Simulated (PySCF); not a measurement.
Species: HgH₂ (singlet state).
Structure used (PBE0-D3(BJ)/def2-SVP), in Å, numbered top down from 1:
```
atom  x, y, z in Å
Hg1   -0.0055   -0.0324   -0.0064
H2    -0.0033   -0.0592    1.6490
H3    -0.0076   -0.0056   -1.6625
```

Level of theory: PySCF 2.14.0, PBE0-D3(BJ)/def2-SVP geometry optimisation, gas phase, def2 core potentials past Kr.

Masses are those of the commonest isotopes; rigid-rotor values at the optimised geometry. 

(1) What are the moment of inertia and the rotational constant?

(2) List the first levels of a rigid rotor in a Σ state.

(3) Has it a pure rotational spectrum?

(4) Estimate the classical rotational partition function at 25 K, 298.15 K and 500 K.

Results:

(1) I = 5.527 u·Å², B = 505379 MHz·u·Å²/I = 91431 MHz (3.0498 cm⁻¹, or 4.388 K as hB/k).

(2) E(J) = BJ(J+1): J = 1: 6.100, J = 2: 18.299, J = 3: 36.598, J = 4: 60.996, J = 5: 91.495, J = 6: 128.092 cm⁻¹.

(3) Not by electric dipole: D∞h allows no dipole (computed 0.00 D). Rotational Raman lines (ΔJ = 2) lie at B(4J + 6), spaced by 4B = 12.199 cm⁻¹, with nuclear-spin weights that differ between even and odd J.

(4) Point group D∞h, symmetry number σ = 2; q = kT/(σhB), k/h = 20836.6 MHz/K: 2.8 at 25 K, 34.0 at 298.15 K, 57.0 at 500 K.

Stationary, but not proved a minimum. Zero-point vibration and centrifugal distortion are left out.
